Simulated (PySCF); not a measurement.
Species: C₃H₇FGaN.
SMILES: `C(#[N+][GaH2-][CH2]F)C`

Level of theory: TDDFT CAM-B3LYP/def2-SVPD, vertical, gas phase, core orbitals frozen in the response (PySCF). Isolated species at its PBE0-D3(BJ)/def2-SVP geometry (one conformer only). Relativistic effects, spin–orbit coupling among them, are left out although an element past zinc is present. Torsions of this conformer, `[CH3:1][C:2]#[N+:3][GaH2-:4][CH2:5][F:6]`: C2–N3–Ga4–C5 26°, N3–Ga4–C5–F6 -41°.

Broadening: Gaussians 0.4 eV wide at half height, area fixed by f = 4.319×10⁻⁹ ∫ε dν̃. The width is an assumption, not a result. The curve ends short of the highest state used, and states not computed would add to its high-energy end.

```json
{"E (eV)": "5.20", "ε (L mol⁻¹ cm⁻¹)": "2"}
{"E (eV)": "5.28", "ε (L mol⁻¹ cm⁻¹)": "10"}
{"E (eV)": "5.36", "ε (L mol⁻¹ cm⁻¹)": "36"}
{"E (eV)": "5.44", "ε (L mol⁻¹ cm⁻¹)": "107"}
{"E (eV)": "5.53", "ε (L mol⁻¹ cm⁻¹)": "283"}
{"E (eV)": "5.61", "ε (L mol⁻¹ cm⁻¹)": "528"}
{"E (eV)": "5.69", "ε (L mol⁻¹ cm⁻¹)": "790"}
{"E (eV)": "5.78", "ε (L mol⁻¹ cm⁻¹)": "958"}
{"E (eV)": "5.86", "ε (L mol⁻¹ cm⁻¹)": "914"}
{"E (eV)": "5.94", "ε (L mol⁻¹ cm⁻¹)": "748"}
{"E (eV)": "6.03", "ε (L mol⁻¹ cm⁻¹)": "608"}
{"E (eV)": "6.11", "ε (L mol⁻¹ cm⁻¹)": "658"}
{"E (eV)": "6.19", "ε (L mol⁻¹ cm⁻¹)": "858"}
{"E (eV)": "6.28", "ε (L mol⁻¹ cm⁻¹)": "1100"}
{"E (eV)": "6.36", "ε (L mol⁻¹ cm⁻¹)": "1220"}
{"E (eV)": "6.44", "ε (L mol⁻¹ cm⁻¹)": "1342"}
{"E (eV)": "6.53", "ε (L mol⁻¹ cm⁻¹)": "1868"}
{"E (eV)": "6.61", "ε (L mol⁻¹ cm⁻¹)": "3102"}
{"E (eV)": "6.69", "ε (L mol⁻¹ cm⁻¹)": "5207"}
{"E (eV)": "6.78", "ε (L mol⁻¹ cm⁻¹)": "8100"}
{"E (eV)": "6.86", "ε (L mol⁻¹ cm⁻¹)": "10132"}
{"E (eV)": "6.94", "ε (L mol⁻¹ cm⁻¹)": "10829"}
{"E (eV)": "7.02", "ε (L mol⁻¹ cm⁻¹)": "10169"}
{"E (eV)": "7.11", "ε (L mol⁻¹ cm⁻¹)": "8671"}
```

**Question.** Locate the maxima and give the states behind the curve.

**Answer.** 214 nm (5.80 eV), ε about 960, made up of S1 (99%); 179 nm (6.94 eV), ε about 11000, made up of S5 (60%), S6 (27%) and S7 (11%) (ε in L mol⁻¹ cm⁻¹; maxima over ε = 5, shares over 10%). The states used: S1 5.80 eV (f 0.014); S2 6.32 eV (f 0.0097); S3 6.33 eV (f 0.0060); S4 6.68 eV (f 0.0095); S5 6.88 eV (f 0.101); S6 6.97 eV (f 0.044); S7 7.19 eV (f 0.055); S8 7.48 eV (f 0.077); S9 7.63 eV (f 0.027); S10 7.71 eV (f 0.0014).

**Question.** On this curve, what absorbance would a 10⁻⁴ mol/L sample give at 222 nm over a 1 cm path?

**Answer.** 222 nm is 5.585 eV, where ε is about 440 L mol⁻¹ cm⁻¹, so A = ε c l ≈ 0.044 (Beer–Lambert, with the gas-phase spectrum and the assumed width).

**Question.** What would ε be at 6.94 eV, the highest of these maxima, with half the width (0.2 eV)?

**Answer.** About 16400 L mol⁻¹ cm⁻¹ against 10800, a factor of about 1.5; a lone state at its own centre would give exactly 2.

**Question.** Coming from long wavelengths, where does ε first pass 100 L mol⁻¹ cm⁻¹?

**Answer.** At about 228 nm (5.43 eV), 0.36 eV below S1.

All these states lie below the vertical ionisation energy of 9.28 eV (ΔSCF).
